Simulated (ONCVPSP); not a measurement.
**What one change does to a pseudopotential (rubidium (Rb), ONCV)**

| Quantity | Value |
| --- | --- |
| Element | Rb (Z = 37) |
| Generator | ONCVPSP 4.0.1 |
| Type | optimised norm-conserving Vanderbilt (ONCV) |
| Functional | PBE |
| Relativity | scalar-relativistic |
| Frozen core | [Ar] 3d10 |
| Valence charge | 9 |
| Reference configuration | 4s2 4p6 5s1 |
| Partial waves | 4s+5s: rc 2.55 bohr, ncon 4, nbas 7, qcut 4 1/bohr, 2 projectors; 4p: rc 1.65 bohr, ncon 4, nbas 7, qcut 4.6 1/bohr, 1 projector; d scattering state at 0.07 Ha: rc 2.60 bohr, ncon 4, nbas 8, qcut 4.2 1/bohr, 1 projector |
| Local potential | polynomial inside 1.25 bohr (lpopt 5, dvloc0 6 Ha) |
| Core correction | none |

Change: s: ncon 3, nbas 6.

Cutoffs: the cutoffs (Ha) at which the residual kinetic energy of the hardest occupied pseudo-wave falls to 1 and 0.1 mHa per electron; they do not see the model core or the augmentation charge, which bear on the density cutoff. Errors are all-electron minus pseudo energies relative to the spin-unpolarised reference configuration.

What does the change do?

The potential gets neither clearly harder nor softer (22 Ha and 50 Ha → 22 Ha and 50 Ha); of the 4 tests that both files solve, the error grows in 1 and shrinks in 0 by more than 15 % and 0.3 meV (median size 1.5 → 1.5 meV); neither file shows a bound ghost.

```tsv
quantity	base	changed
cutoff, loose	22 Ha	22 Ha
cutoff, tight	50 Ha	50 Ha
loose cutoff by channel	s 3.6 Ha, p 22 Ha	s 3.4 Ha, p 22 Ha
bound ghosts	none	none
GHOST(+) flags under 300 eV	none	none
error for 4s2 4p6 5s0, meV [ΔE 4.15 eV]	-0.3	-0.3
error for 4s2 4p6 5s0.5, meV [ΔE 1.58 eV]	-0.1	-0.1
error for 4s2 4p6 5s0 5p1, meV [ΔE 1.52 eV]	+2.7	+2.8
error for 4s2 4p5 5s1, meV [ΔE 21.14 eV]	+3.9	+5.3
s: phases at 2.59 bohr within 0.05 rad from the reference energy up to (Ha; the scan ends near 5)	3.0	2.7
p: phases at 1.67 bohr within 0.05 rad from the reference energy up to (Ha; the scan ends near 5)	2.3	2.3
d: phases at 2.63 bohr within 0.05 rad from the reference energy up to (Ha; the scan ends near 5)	1.6	1.6
```
